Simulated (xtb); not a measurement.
xtb input (GFN1-xTB):

```bash
xtb mol.xyz --gfn 1 --opt tight --chrg 0 --uhf 0
```
mol.xyz:
```
2

Cu    -0.00000000    -0.00000000    -0.77320202
Cl     0.00000000     0.00000000     1.31899169
```

End of the output:

```
         :::::::::::::::::::::::::::::::::::::::::::::::::::::
         ::                     SUMMARY                     ::
         :::::::::::::::::::::::::::::::::::::::::::::::::::::
         :: total energy              -8.760670181566 Eh    ::
         :: gradient norm              0.000000062591 Eh/a0 ::
         :: HOMO-LUMO gap              3.540372662724 eV    ::
         ::.................................................::
         :: SCC energy                -8.767242320414 Eh    ::
         :: -> electrostatic           0.009397342440 Eh    ::
         :: repulsion energy           0.006903684846 Eh    ::
         :: dispersion energy         -0.000331545998 Eh    ::
         :: halogen bond corr.         0.000000000000 Eh    ::
         :: add. restraining           0.000000000000 Eh    ::
         :: total charge               0.000000000000 e     ::
         :::::::::::::::::::::::::::::::::::::::::::::::::::::

           -------------------------------------------------
          |                Property Printout                |
           -------------------------------------------------

    * Orbital Energies and Occupations

         #    Occupation            Energy/Eh            Energy/eV
      -------------------------------------------------------------
         1        2.0000           -0.8977216             -24.4282
         2        2.0000           -0.4993530             -13.5881
         3        2.0000           -0.4811190             -13.0919
         4        2.0000           -0.4811190             -13.0919
         5        2.0000           -0.4457211             -12.1287
         6        2.0000           -0.4457211             -12.1287
         7        2.0000           -0.4391803             -11.9507
         8        2.0000           -0.4391803             -11.9507
         9        2.0000           -0.4344414             -11.8218 (HOMO)
        10                         -0.3043351              -8.2814 (LUMO)
        11                         -0.1673006              -4.5525
        12                         -0.1673006              -4.5525
        13                         -0.0282364              -0.7684
        14                         -0.0282364              -0.7684
        15                         -0.0250538              -0.6817
        16                         -0.0053434              -0.1454
        17                         -0.0053434              -0.1454
        18                          0.2811500               7.6505
      -------------------------------------------------------------
                  HL-Gap            0.1301063 Eh            3.5404 eV
             Fermi-level           -0.3693883 Eh          -10.0516 eV

  Mulliken/CM5 charges         n(s)   n(p)   n(d)
     1Cu    0.29635  0.36555   0.357  0.394  9.953
     2Cl   -0.29635 -0.36555   1.892  5.411 -0.007

Wiberg/Mayer (AO) data.
largest (>0.10) Wiberg bond orders for each atom

 ---------------------------------------------------------------------------
     #   Z sym  total        # sym  WBO       # sym  WBO       # sym  WBO
 ---------------------------------------------------------------------------
     1  29 Cu   1.193 --     2 Cl   1.193
     2  17 Cl   1.193 --     1 Cu   1.193
 ---------------------------------------------------------------------------

Topologies differ in total number of bonds
Writing topology from bond orders to xtbtopo.mol

 dipole moment from electron density (au)
     X       Y       Z
   0.0000  -0.0000  -2.0628  total (Debye):    5.243

           -------------------------------------------------
          |                Geometry Summary                 |
           -------------------------------------------------

      molecular mass/u    :       98.9989775
   center of mass at/Å    :        0.0000000       0.0000000      -0.0166401
  moments of inertia/u·Å² :        0.0000000E+00   0.9476193E+02   0.9476193E+02
rotational constants/cm⁻¹ :             Infinity   0.1778946E+00   0.1778946E+00
Note: The following floating-point exceptions are signalling: IEEE_DIVIDE_BY_ZERO IEEE_DENORMAL
normal termination of xtb

 * 1 selected distances

     #   Z          #   Z                                           value/Å
     0   0          0   0                                         0.0000000 (max)

 * 0 distinct bonds (by element types)

   Z      Z             #   av. dist./Å        max./Å        min./Å

optimized geometry written to: xtbopt.xyz

           -------------------------------------------------
          | TOTAL ENERGY               -8.760670181566 Eh   |
          | GRADIENT NORM               0.000000062591 Eh/α |
          | HOMO-LUMO GAP               3.540372662724 eV   |
           -------------------------------------------------

------------------------------------------------------------------------
------------------------------------------------------------------------
 total:
 SCF:
 ANC optimizer:
```
